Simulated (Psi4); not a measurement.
O$_{2}$, triplet, geometry from GFN2-xTB; OMP2/6-31G* in Psi4.

Input for Psi4:
```
memory 2 GB

molecule {
0 3
  O    -0.00000000   -0.00000000   -0.60491107
  O     0.00000000    0.00000000    0.60491107
}

set basis 6-31g*
set reference uhf

energy('omp2')
print_variables()
```

Output, abridged:

```
    For method 'OMP2', SCF Algorithm Type (re)set to DISK_DF.

   => Loading Basis Set <=

    Name: 6-31G*
    Role: ORBITAL
    Keyword: BASIS

         ---------------------------------------------------------
                                   SCF
               by Justin Turney, Rob Parrish, Andy Simmonett
                          and Daniel G. A. Smith
                              UHF Reference
         ---------------------------------------------------------

  ==> Geometry <==

    Molecular point group: d2h
    Full point group: D_inf_h

    Geometry (in Angstrom), charge = 0, multiplicity = 3:

       Center              X                  Y                   Z               Mass
    ------------   -----------------  -----------------  -----------------  -----------------
         O            0.000000000000     0.000000000000    -0.604911070000    15.994914619570
         O            0.000000000000     0.000000000000     0.604911070000    15.994914619570

  Running in d2h symmetry.

  Rotational constants: A = ************  B =      1.44013  C =      1.44013 [cm^-1]
  Rotational constants: A = ************  B =  43173.99262  C =  43173.99262 [MHz]
  Nuclear repulsion =   27.993653251278744

  Charge       = 0
  Multiplicity = 3
  Electrons    = 16
  Nalpha       = 9
  Nbeta        = 7

  ==> Algorithm <==

  SCF Algorithm Type is DISK_DF.
  DIIS enabled.
  MOM disabled.
  Fractional occupation disabled.
  Guess Type is SAD.
  Energy threshold   = 1.00e-08
  Density threshold  = 1.00e-08
  Integral threshold = 1.00e-12

  ==> Primary Basis <==

  Basis Set: 6-31G*
    Blend: 6-31G*
    Number of shells: 12
    Number of basis functions: 30
    Number of Cartesian functions: 30
    Spherical Harmonics?: false
    Max angular momentum: 2

   => Loading Basis Set <=

    Name: (6-31G* AUX)
    Role: JKFIT
    Keyword: DF_BASIS_SCF

  ==> Integral Setup <==

  ==> DiskDFJK: Density-Fitted J/K Matrices <==

    J tasked:                  Yes
    K tasked:                  Yes
    wK tasked:                  No
    Integrals threads:           1
    Algorithm:                Core
    Integral Cache:           SAVE
    Schwarz Cutoff:          1E-12
    Fitting Condition:       1E-10

   => Auxiliary Basis Set <=

  Basis Set: (6-31G* AUX)
    Blend: CC-PVDZ-JKFIT
    Number of shells: 48
    Number of basis functions: 162
    Number of Cartesian functions: 162
    Spherical Harmonics?: false
    Max angular momentum: 3

  Minimum eigenvalue in the overlap matrix is 1.2208656631E-02.
  Reciprocal condition number of the overlap matrix is 3.1120107699E-03.
    Using symmetric orthogonalization.

  ==> Pre-Iterations <==

  SCF Guess: Superposition of Atomic Densities via on-the-fly atomic UHF (no occupation information).

   -------------------------
    Irrep   Nso     Nmo
   -------------------------
     Ag         8       8
     B1g        1       1
     B2g        3       3
     B3g        3       3
     Au         1       1
     B1u        8       8
     B2u        3       3
     B3u        3       3
   -------------------------
    Total      30      30
   -------------------------

  ==> Iterations <==

                           Total Energy        Delta E     RMS |[F,P]|

   @DF-UHF iter SAD:  -148.83191718108370   -1.48832e+02   0.00000e+00
   @DF-UHF iter   1:  -149.57177434523356   -7.39857e-01   2.18812e-02 ADIIS/DIIS
   @DF-UHF iter   2:  -149.60887094073405   -3.70966e-02   6.63001e-03 ADIIS/DIIS
   @DF-UHF iter   3:  -149.61297422308994   -4.10328e-03   2.62656e-03 ADIIS/DIIS
   @DF-UHF iter   4:  -149.61392682775272   -9.52605e-04   6.13331e-04 ADIIS/DIIS
   @DF-UHF iter   5:  -149.61397644956341   -4.96218e-05   1.44889e-04 ADIIS/DIIS
   @DF-UHF iter   6:  -149.61397934760566   -2.89804e-06   1.04913e-05 DIIS
   @DF-UHF iter   7:  -149.61397936035152   -1.27459e-08   1.68669e-06 DIIS
   @DF-UHF iter   8:  -149.61397936066143   -3.09910e-10   2.65151e-07 DIIS
[...]
  @DF-UHF Final Energy:  -149.61397936067146
    Total Energy =                       -149.6139793606714647
  DIE_IF_NOT_CONVERGED          => (empty)
[...]
	Scaled_OS Correlation Energy (a.u.):    -0.28041779741019
	DF-SCS-MP2 Total Energy (a.u.)     :  -149.92931422070222
	DF-SOS-MP2 Total Energy (a.u.)     :  -149.91776530786584
	DF-SCS(N)-MP2 Total Energy (a.u.)  :  -149.79834145130806
	DF-MP2 Correlation Energy (a.u.)   :    -0.33843268570352
	DF-MP2 Total Energy (a.u.)         :  -149.95241204637497
	=======================================================================

	Number of alpha independent-pairs:189
	Number of beta independent-pairs :161

 ==============================================================================
 ================ Performing DF-OMP2 iterations... ============================
 ==============================================================================
	            Minimizing DF-MP2-L Functional
	            ------------------------------
 Iter       E_total           DE           RMS MO Grad      MAX MO Grad      RMS T2
 ----    ---------------    ----------     -----------      -----------     ----------
	successfully fired up coupled DIIS...
   1     -149.9606395253     -8.23e-03       4.75e-03         2.90e-02        8.82e-05
   2     -149.9619177722     -1.28e-03       2.23e-03         1.54e-02        3.34e-05
   3     -149.9622192807     -3.02e-04       3.07e-04         2.90e-03        2.47e-05
   4     -149.9622245506     -5.27e-06       1.26e-04         1.20e-03        2.16e-06
   5     -149.9622252315     -6.81e-07       2.24e-05         2.83e-04        7.87e-07
   6     -149.9622252688     -3.74e-08       6.74e-06         8.49e-05        1.82e-07
   7     -149.9622252719     -3.07e-09       1.47e-06         1.52e-05        4.96e-08
   8     -149.9622252720     -1.20e-10       2.24e-07         1.59e-06        9.71e-09

 ==============================================================================
 ======================== DF-OMP2 ITERATIONS ARE CONVERGED ====================
 ==============================================================================

	Computing MP2 energy using optimized MOs...
	=======================================================================
	Nuclear Repulsion Energy (a.u.)    :    27.99365325127874
	DF-HF Energy (a.u.)                :  -149.61397936067146
	REF Energy (a.u.)                  :  -149.60376518729780
	Alpha-Alpha Contribution (a.u.)    :    -0.04514047028037
	Alpha-Beta Contribution (a.u.)     :    -0.24604388512717
	Beta-Beta Contribution (a.u.)      :    -0.06727572938760
	Scaled_SS Correlation Energy (a.u.):    -0.03747206655599
	Scaled_OS Correlation Energy (a.u.):    -0.29525266215260
	DF-SCS-MP2 Total Energy (a.u.)     :  -149.93648991600637
	DF-SOS-MP2 Total Energy (a.u.)     :  -149.89901784945039
	DF-SCS(N)-MP2 Total Energy (a.u.)  :  -149.80161769871344
	DF-MP2 Correlation Energy (a.u.)   :    -0.34824591142146
	DF-MP2 Total Energy (a.u.)         :  -149.96222527209292
	=======================================================================

	=======================================================================
	================ DF-OMP2 FINAL RESULTS ================================
	=======================================================================
	Nuclear Repulsion Energy (a.u.)    :    27.99365325127874
	DF-HF Energy (a.u.)                :  -149.61397936067146
	REF Energy (a.u.)                  :  -149.60376518729780
	DF-SCS-OMP2 Total Energy (a.u.)    :  -149.93648991600637
	DF-SOS-OMP2 Total Energy (a.u.)    :  -149.89901784945039
	DF-SCS(N)-OMP2 Total Energy (a.u.) :  -149.80161769871344
	DF-OMP2 Correlation Energy (a.u.)  :    -0.34824591135930
	Edfomp2 - Eref (a.u.)              :    -0.35846008473297
	DF-OMP2 Total Energy (a.u.)        :  -149.96222527203076
	=======================================================================

  Variable Map:
  ----------------------------------------------------------------------------
[...]
  Array Variable Map:
  ----------------------------------------------------------------------------
[...]
[...]
```
